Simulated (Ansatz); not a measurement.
Consider the redistribution: `[F][Hf]([F])([Cl])[Cl]` + `CC1=CC(C(F)(F)F)=[O+][Ti-]([F])([F])([Cl])[O]1` → `[F][Hf]([Cl])([Cl])[Cl]` + `CC1=CC(C(F)(F)F)=[O+][Ti-]([F])([F])([F])[O]1`.

Calculated with Ansatz (gas phase, PBE0-D4/def2-TZVP geometries, no zero-point term in ΔE). CCSD(T)/CBS is the MP2 limit (def2-TZVPP, def2-QZVPP) plus CCSD(T) − MP2 in def2-TZVPP, frozen cores. Functionals use def2-TZVPP. B3LYP here is the variant with VWN-RPA as its local correlation; programs differ in this. def2 core potentials past Kr. For Hf, Ti outer-core shells are correlated without core-valence functions, which leaves a few kJ/mol of doubt a bond. Scalar relativity is left out up to krypton.

```tsv
level	ΔE (kJ/mol)	difference from CCSD(T)/CBS
r2SCAN-D4	-2.4	0.5
PBE0-D4	-3.8	-0.9
CAM-B3LYP-D4	-3.6	-0.7
B2PLYP	-1.5	1.4
PBE	-2.5	0.4
PBE0	-5.4	-2.5
B3LYP	-3.2	-0.3
RPA@PBE/def2-TZVPP	-4.3	-1.4
CCSD(T)/def2-TZVPP	-4.6	-1.7
CCSD/CBS(def2)	-7.2	-4.3
CCSD(T)/CBS	-2.9	0
```

Largest T1 diagnostic among the species: 0.021, so the coupled-cluster value is less sure than usual.

At CCSD(T), def2-SVP lies −4.5 kJ/mol from the extrapolated value and def2-TZVPP −1.7 kJ/mol. In def2-TZVPP, CCSD(T) changes the Hartree–Fock value by +9.7 kJ/mol (the triples alone add +4.3 kJ/mol) and MP2 by +11.1 kJ/mol.
